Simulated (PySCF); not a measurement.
CBr3, SMILES Br[C+](Br)Br, charge +1. Atoms are numbered in the order given.

```xyz
4

C      0.0000     0.0000     0.0000
Br     1.8217     0.0000     0.0000
Br    -0.9108     1.5776     0.0000
Br    -0.9108    -1.5776     0.0000
```
Charge +1, spin multiplicity 1.

The structure is a stationary point at B3LYP-D3(BJ)/def2-SVP.

These are PBE0/pcSseg-1 in PySCF values and carry that method's errors.

GIAO shieldings, no solvent; atoms alike by connectivity are averaged. δ = σ(ref) − σ: ¹³C against TMS (σ = 186.3 ppm), references at their B3LYP-D3(BJ)/def2-TZVP geometries, non-relativistic (without spin–orbit terms, shifts of atoms bonded to Cl or Br come out too high).

| nucleus | atoms | count | δ (ppm) |
|---|---|---|---|
| ¹³C | C1 | 1 | 315.7 |
